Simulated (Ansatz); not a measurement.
Input for Ansatz (an electronic-structure program): U-CCSD(T)/def2-QZVPP on F (SMILES [F]). The basis file is the Basis Set Exchange's JSON of that set.

Ansatz 0.2 input:
```yaml
crystal:
  periodic: [false, false, false]
  atoms:
    - {symbol: F, position_ang: [0.00000000, 0.00000000, 0.00000000]}
basis:
  gaussian:
    orbitals: def2-QZVPP.json
magnetization: {spin_polarized: true, initial_magnetization: 1}
correlation: {method: ccsd_t, electrons: outside_noble_gas}
scf: {omitted_lower_state_checks: [cluster_reference]}
```

Task: Predict the final total energy.

Result: -99.6512 hartree (reference determinant -99.4159, T1 diagnostic 0.006).
